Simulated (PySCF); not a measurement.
**Broadened absorption spectrum of SiFCl3**

Species: SiFCl3.
Structure used (PBE0-D3(BJ)/def2-SVP), in Å, numbered top down from 1:
```
atom  x, y, z in Å
Si1   -0.0002   -0.0006    0.0628
F2     0.0164   -0.0162    1.6650
Cl3    1.9157    0.0097   -0.5953
Cl4   -0.9709    1.6711   -0.5476
Cl5   -0.9610   -1.6640   -0.5849
```

Theory: TDDFT B3LYP/def2-SVPD, vertical, gas phase, core orbitals frozen in the response in PySCF 2.14.0, density-fitted response routines.

Computed states:

| state | E (eV) | f |
| --- | --- | --- |
| S1 | 7.22 | 0.0000 |
| S2 | 7.54 | 0.024 |
| S3 | 7.54 | 0.024 |
| S4 | 8.18 | 0.048 |
| S5 | 8.19 | 0.049 |
| S6 | 8.38 | 0.037 |
| S7 | 8.42 | 0.0000 |
| S8 | 8.78 | 0.0001 |
| S9 | 8.78 | 0.0001 |

Broadening: Gaussians 0.3 eV wide at half height, area fixed by f = 4.319×10⁻⁹ ∫ε dν̃. The width is an assumption, not a result. The curve ends short of the highest state used, and states not computed would add to its high-energy end.

(1) What does the envelope look like, and where are its maxima?

(2) Coming from long wavelengths, where does ε first pass 100 L mol⁻¹ cm⁻¹?

Answers

(1) 
```json
{"λ (nm)": "151.5", "ε (L mol⁻¹ cm⁻¹)": "9824"}
{"λ (nm)": "152.9", "ε (L mol⁻¹ cm⁻¹)": "7670"}
{"λ (nm)": "154.2", "ε (L mol⁻¹ cm⁻¹)": "4681"}
{"λ (nm)": "155.6", "ε (L mol⁻¹ cm⁻¹)": "2075"}
{"λ (nm)": "157.0", "ε (L mol⁻¹ cm⁻¹)": "762"}
{"λ (nm)": "158.3", "ε (L mol⁻¹ cm⁻¹)": "498"}
{"λ (nm)": "159.7", "ε (L mol⁻¹ cm⁻¹)": "964"}
{"λ (nm)": "161.1", "ε (L mol⁻¹ cm⁻¹)": "2056"}
{"λ (nm)": "162.5", "ε (L mol⁻¹ cm⁻¹)": "3402"}
{"λ (nm)": "163.8", "ε (L mol⁻¹ cm⁻¹)": "4262"}
{"λ (nm)": "165.2", "ε (L mol⁻¹ cm⁻¹)": "4231"}
{"λ (nm)": "166.6", "ε (L mol⁻¹ cm⁻¹)": "3280"}
{"λ (nm)": "168.0", "ε (L mol⁻¹ cm⁻¹)": "2011"}
{"λ (nm)": "169.3", "ε (L mol⁻¹ cm⁻¹)": "1046"}
{"λ (nm)": "170.7", "ε (L mol⁻¹ cm⁻¹)": "421"}
{"λ (nm)": "172.1", "ε (L mol⁻¹ cm⁻¹)": "139"}
{"λ (nm)": "173.4", "ε (L mol⁻¹ cm⁻¹)": "42"}
{"λ (nm)": "174.8", "ε (L mol⁻¹ cm⁻¹)": "10"}
{"λ (nm)": "176.2", "ε (L mol⁻¹ cm⁻¹)": "2"}
{"λ (nm)": "177.6", "ε (L mol⁻¹ cm⁻¹)": "0"}
{"λ (nm)": "178.9", "ε (L mol⁻¹ cm⁻¹)": "0"}
{"λ (nm)": "180.3", "ε (L mol⁻¹ cm⁻¹)": "0"}
{"λ (nm)": "181.7", "ε (L mol⁻¹ cm⁻¹)": "0"}
{"λ (nm)": "183.0", "ε (L mol⁻¹ cm⁻¹)": "0"}
```

Maxima: 164 nm (7.54 eV), ε about 4400, made up of S2 (50%) and S3 (50%) (ε in L mol⁻¹ cm⁻¹; maxima over ε = 5, shares over 10%). At its high-energy end, 8.18 eV, the curve is still rising (ε about 9800, from S4, S5 and S6).

(2) At about 172 nm (7.19 eV), 0.03 eV below S1.

The run took 7.2 s wall on one thread, Arm Neoverse V2, no GPU, on a shared host.
